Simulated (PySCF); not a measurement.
How methods differ on the electron affinity of Ga

Ga⁻ [Ar] 3d10 4s2 4p2 (3P) → Ga [Ar] 3d10 4s2 4p1 (2P), as a difference of total energies. Computed with PySCF 2.14 in aug-cc-pVDZ-PP with ECP10MDF, with scalar relativity through the core potential. Correlated levels: valence: 3s2 3p6 3d10 frozen. The calculations carry no spin-orbit coupling.

Problem. Order these methods by the electron affinity they give, lowest first.
A. B97-3
B. UHF
C. wB97X-V
D. BHandHLYP

Solution. B (-0.059 eV), C (0.141 eV), D (0.199 eV), A (0.227 eV).

The reference lies between the lowest fine-structure levels, while these numbers refer to the centres of the terms.

Errors of the correlated levels include the incompleteness of this basis and the frozen core.

A negative affinity means that the anion lies above the atom at that level of theory.

In the anion the highest occupied orbital energy is positive at LDA, PBE, PBE0, r2SCAN, BHandHLYP, B97-3, BLYP, a self-interaction effect; the basis confines that electron, and the energy difference can still be sensible.

For comparison: 0.301 eV (measured; photodetachment measurements, as compiled on the Wikipedia data page of electron affinities).
